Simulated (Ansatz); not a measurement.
Stepwise reaction of `C[O][GeH]([Cl])[O]C` with water, as a gas-phase model of exchange steps in deposition or etching. ΔE in kJ/mol.

Program: Ansatz. Geometries: PBE0-D4/def2-TZVP. ΔE: electronic, gas phase. CBS: MP2 limit from def2 TZ/QZ plus the TZ coupled-cluster correction, frozen cores. This one scheme is used for every species. DFT in def2-TZVPP. B3LYP here is the variant with VWN-RPA as its local correlation; programs differ in this. For Ge outer-core shells are correlated without core-valence functions, which leaves a few kJ/mol of doubt a bond. Scalar relativity is left out up to krypton. Each species was taken in one conformer, which may not be the lowest.

| step | reaction | PBE-D4 | B3LYP-D4 | ωB97M-V | CCSD(T)/CBS |
| --- | --- | --- | --- | --- | --- |
| 2 | `C[O][GeH]([OH])[Cl]` + H₂O → `[OH][GeH]([OH])[Cl]` + CH₃OH | -0.3 | 1.4 | -0.2 | 4.2 |

Q: Give the row of step 1, `C[O][GeH]([Cl])[O]C` + H₂O → `C[O][GeH]([OH])[Cl]` + CH₃OH. (An estimate is asked.)

A: Computed: 
```json
{"step": "1", "reaction": "`C[O][GeH]([Cl])[O]C` + H₂O → `C[O][GeH]([OH])[Cl]` + CH₃OH", "PBE-D4": "1.4", "B3LYP-D4": "3.3", "ωB97M-V": "1.7", "CCSD(T)/CBS": "5.9"}
```

Q: By hand: ΔE of the 2 steps together at CCSD(T)/CBS.

A: (5.9) + (4.2) = 10.1 kJ/mol, or 5.1 kJ/mol a step.

In ΔE the steps differ by no more than 1.7 kJ/mol. PBE-D4 differs from CCSD(T)/CBS by -4.5 to -4.5 kJ/mol a step. Isolated molecules leave out the surface, adducts and barriers. Largest T1 diagnostic: 0.011.
